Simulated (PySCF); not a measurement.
# Li- (lithium, charge -1) across methods

[He] 2s2, closed-shell 1S. Computed with PySCF 2.14 in dyall-av3z (15s9p3d, 57 functions), with no relativity, point nucleus.

```
 method  E (hartree)  mean ε 1s (eV)  mean ε 2s (eV)  Σ⟨r²⟩ (bohr²)   ⟨S²⟩
  B3LYP      -7.5134         -50.544           0.565          81.81  0.000
    PBE      -7.4809         -47.010           0.859          81.85  0.000
  B97-3      -7.5058         -51.613           0.446          81.74  0.000
    UHF     -7.42822         -63.201          -0.394          87.32  0.000
LC-wPBE      -7.4894         -52.792          -0.791          69.77  0.000
 r2SCAN      -7.4962         -48.683           0.806          81.82  0.000
    M06      -7.5066         -51.424           0.598          75.86  0.000
    LDA      -7.3656         -46.340           0.801          84.75  0.000
   PBE0      -7.4853         -51.099           0.464          77.54  0.000
```

The highest occupied level is positive at B3LYP, PBE, B97-3, r2SCAN, M06, LDA, PBE0: only the finite basis holds that electron, which in a density functional comes from self-interaction.
